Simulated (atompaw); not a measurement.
**An all-electron radial function and its pseudo partner (Ni)**

Columns: radius, all-electron u(r) and pseudo u(r) of the 4s shell (level -17.04 eV) of nickel in the configuration [Ne] 3s2 3p6 3d8 4s0.5 4p0; PBE, non-relativistic, PAW (atompaw) scheme, atompaw 4.2.0.5.

```
r (bohr)  all-electron   pseudo
   0.071        0.0019   0.2138
   0.142       -0.1815   0.4117
   0.213       -0.1615   0.5793
   0.285       -0.0247   0.7068
   0.356        0.1260   0.7833
   0.427        0.2417   0.8084
   0.498        0.3064   0.7842
   0.569        0.3219   0.7166
   0.640        0.2976   0.6148
   0.712        0.2435   0.4876
   0.783        0.1714   0.3500
   0.854        0.0886   0.2105
   0.925        0.0013   0.0771
   0.996       -0.0861  -0.0445
   1.067       -0.1708  -0.1516
   1.138       -0.2505  -0.2439
   1.210       -0.3252  -0.3239
   1.281       -0.3920  -0.3920
   1.352       -0.4516  -0.4517
   1.423       -0.5043  -0.5043
   1.494       -0.5499  -0.5499
   1.565       -0.5888  -0.5888
   1.637       -0.6218  -0.6218
   1.708       -0.6484  -0.6484
   1.779       -0.6695  -0.6695
   1.850       -0.6855  -0.6855
```

(1) How many radial nodes do the two functions have?

(2) At about which radius was the pseudo-wave matched?

(3) Is the pseudo-wave norm-conserving?

Answers

(1) The all-electron 4s function has n − l − 1 = 3; the pseudo-wave has 1, since 1 lower shell of the same l stays in the valence.

(2) 1.40 bohr. The columns agree to 0.0005 from 1.28 bohr on; several derivatives are matched, so the curves merge somewhat inside the radius.

(3) No, it belongs to a PAW set: the norm inside the radius is not constrained, and the difference is carried by the augmentation charge.
